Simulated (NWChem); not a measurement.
# CH4BeOS; SMILES [Be]([S]C)[OH]

```xyz
8

Be     0.1497    -1.0892    -0.0242
O     -0.2202    -2.4595    -0.0567
H     -0.3269    -3.0519     0.6930
S      0.6861     0.7439    -0.0044
C     -0.9496     1.6209    -0.0079
H     -1.5192     1.3991    -0.9126
H     -0.7297     2.6904     0.0138
H     -1.5413     1.3677     0.8743
```
Atoms are numbered in this order, from 1.

Program: NWChem. All runs use the structure optimised with B3LYP/6-31G* (spherical d). Level M06-2X/def2-SVP: energy and gradient on several grids; changes count from the extra-fine grid, which is no exact limit either.

| grid | size of the energy change (μHa) | largest change of a gradient component (μHa/bohr) | time, medium = 1 (rough) |
|---|---|---|---|
| xcoarse | 20000 | 4000 | about 1 |
| coarse | 200 | 900 | about 1 |
| medium | < 10 | 200 | about 1 |
| fine | < 10 | 70 | about 1 |
| xfine | < 10 | < 30 | 3 |
